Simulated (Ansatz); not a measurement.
Reaction (redistribution): `[NH2][GeH2][Cl]` + `N[SiH](F)[O][SbH2]` → `[NH2][GeH2][O][SiH](N)F` + `[Cl][SbH2]`

Gas-phase electronic energies from Ansatz, PBE0-D4/def2-TZVP geometries. CCSD(T)/CBS adds triple-zeta CCSD(T) − MP2 to the extrapolated MP2 energy (def2 sets, frozen cores). DFT in def2-TZVPP. B3LYP here is the variant with VWN-RPA as its local correlation; programs differ in this. def2 core potentials past Kr. For Ge, Sb outer-core shells are correlated without core-valence functions, which leaves a few kJ/mol of doubt a bond. Scalar relativity is left out up to krypton. Each species was taken in one conformer, which may not be the lowest.

| level | ΔE (kJ/mol) | difference from CCSD(T)/CBS |
| --- | --- | --- |
| PBE-D4 | -18.6 | 3.4 |
| r2SCAN-D4 | -20.7 | 1.3 |
| B3LYP-D4 | -21.8 | 0.2 |
| ωB97X-V | -21.4 | 0.6 |
| ωB97M-V | -21.9 | 0.1 |
| B2PLYP | -20.3 | 1.7 |
| PBE | -17.4 | 4.6 |
| r2SCAN | -20.1 | 1.9 |
| PBE0 | -20.6 | 1.4 |
| B3LYP | -20.2 | 1.8 |
| MP2/def2-TZVPP | -20.5 | 1.5 |
| CCSD/def2-TZVPP | -22.3 | -0.3 |
| HF/def2-QZVPP | -25.7 | -3.7 |
| MP2/def2-QZVPP | -20.6 | 1.4 |
| SCS-MP2/def2-QZVPP | -20.7 | 1.3 |
| MP2/CBS(def2) | -21.1 | 0.9 |
| CCSD(T)/CBS | -22.0 | 0 |

Largest T1 diagnostic among the species: 0.013.

From PBE to PBE0 (25 % exact exchange), in def2-TZVPP and without D4, ΔE moves by −3.2 kJ/mol. In def2-TZVPP, CCSD(T) changes the Hartree–Fock value by +4.9 kJ/mol (the triples alone add +0.9 kJ/mol) and MP2 by +5.8 kJ/mol.
